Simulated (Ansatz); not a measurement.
`C[O][Mo]([F])(=[S])([Cl])[Cl]` + `OC(O)Cl` → `COC(O)Cl` + `[OH][Mo]([F])(=[S])([Cl])[Cl]`  (substitution at a C–O bond)

Program: Ansatz. Geometries: PBE0-D4/def2-TZVP. ΔE: electronic, gas phase. CCSD(T)/CBS adds triple-zeta CCSD(T) − MP2 to the extrapolated MP2 energy (def2 sets, frozen cores). Functionals use def2-TZVPP. def2 core potentials past Kr. For Mo outer-core shells are correlated without core-valence functions, which leaves a few kJ/mol of doubt a bond. One conformer a species, not always the lowest.

| species | LDA (SPW92) energy (Eh) |
| --- | --- |
| `C[O][Mo]([F])(=[S])([Cl])[Cl]` | -1596.16922 |
| `OC(O)Cl` | -647.73993 |
| `COC(O)Cl` | -686.67911 |
| `[OH][Mo]([F])(=[S])([Cl])[Cl]` | -1557.22226 |

Question: Work out ΔE.

Answer: ΔE = (-686.67911) + (-1557.22226) − (-1596.16922) − (-647.73993) = 0.00778 Eh = +20.4 kJ/mol. CCSD(T)/CBS gives +21.0 kJ/mol.

Largest T1 diagnostic among the species: 0.024, so the coupled-cluster value is less sure than usual.

In def2-TZVPP, CCSD(T) changes the Hartree–Fock value by +9.4 kJ/mol (the triples alone add +3.1 kJ/mol) and MP2 by +14.1 kJ/mol. Leaving LDA and LC-ωPBE aside and taking each functional with its dispersion term where it has one, the values, not all of them listed here, spread over 6.3 kJ/mol, from ωB97M-V to B2PLYP.
